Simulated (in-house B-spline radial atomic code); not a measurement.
A radial electron density 4πr²n(r) was computed for an atom or ion in its tabulated ground configuration with an all-electron radial atomic-structure program (B-spline basis); method: non-relativistic Hartree-Fock, average of configuration. Columns: r (bohr), 4πr²n(r) (electrons per bohr), bar.

```
 0.00262   0.5461 #
 0.00305   0.7261 #
 0.00354   0.9574 ##
 0.00412    1.264 ##
 0.00479    1.659 ###
 0.00558    2.175 ####
 0.00649    2.826 #####
 0.00754    3.643 ######
 0.00877     4.67 ########
  0.0102    5.932 ##########
  0.0119    7.494 #############
  0.0138    9.273 ################
  0.0161    11.41 ####################
  0.0187    13.74 ########################
  0.0217    16.23 ############################
  0.0253    18.87 ################################
  0.0294    21.32 #####################################
  0.0342    23.46 ########################################
  0.0398    24.99 ###########################################
  0.0463    25.69 ############################################
  0.0538    25.42 ############################################
  0.0626    24.17 #########################################
  0.0728    22.21 ######################################
  0.0847    19.98 ##################################
  0.0985    18.14 ###############################
   0.115    17.27 ##############################
   0.133    17.73 ##############################
   0.155    19.43 #################################
    0.18    21.65 #####################################
    0.21    23.43 ########################################
   0.244    23.63 ########################################
   0.284    21.69 #####################################
    0.33    17.81 ###############################
   0.384    12.82 ######################
   0.447    7.927 ##############
    0.52    4.137 #######
   0.604     1.79 ###
   0.703   0.6096 #
   0.818   0.1598 
   0.951  0.03116 
    1.11 0.004045
```

(1) Which atom or ion is it?
A. Ti13+
B. Ti12+
C. Sc13+
D. V13+

Results:

(1) A. The area under the curve, ∫4πr²n dr = ∫r·4πr²n d(ln r) on this logarithmic grid, is 9 electrons, which only this option has. The configuration is [He] 2s2 2p5.
